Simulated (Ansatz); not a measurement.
B₂H₈N₂Si at its PBE0-D4/def2-TZVP geometry, where that method's forces vanish. Charge 0, multiplicity 1. The bonds changed during the relaxation, so this is another structure than the one it started from.

```xyz
13

B    -0.2562    0.6386   -1.4667
B    -1.0236    1.3054   -0.2051
Si    0.7282    0.0071    0.1562
N     1.2209   -1.6229    0.1970
N    -1.0085    0.2570    0.9461
H     0.1746    1.1344   -2.4634
H    -0.4584   -0.5828   -1.5108
H    -1.2038    2.4297    0.1679
H     1.5609    0.6639    1.2041
H     1.8631   -1.9831    0.8815
H     1.0851   -2.2351   -0.5889
H    -1.1192    0.5626    1.9040
H    -1.5631   -0.5747    0.7780
```

(1) What forces (eV/Å) does r2SCAN-D4/def2-TZVPP give on these atoms in Ansatz 0.2.0? (Best estimate.)

Results:

(1) The calculation gave: 
```
B1   0.021 -0.002 -0.062
B2   0.006  0.113 -0.094
Si3  0.017  0.048 -0.034
N4  -0.014 -0.021  0.018
N5  -0.030 -0.033  0.107
H6  -0.027 -0.021  0.029
H7   0.020  0.031 -0.011
H8   0.002 -0.030  0.006
H9  -0.012 -0.004 -0.005
H10  0.027 -0.031 -0.004
H11  0.019 -0.027 -0.001
H12 -0.024 -0.007  0.038
H13 -0.006 -0.016  0.014
```
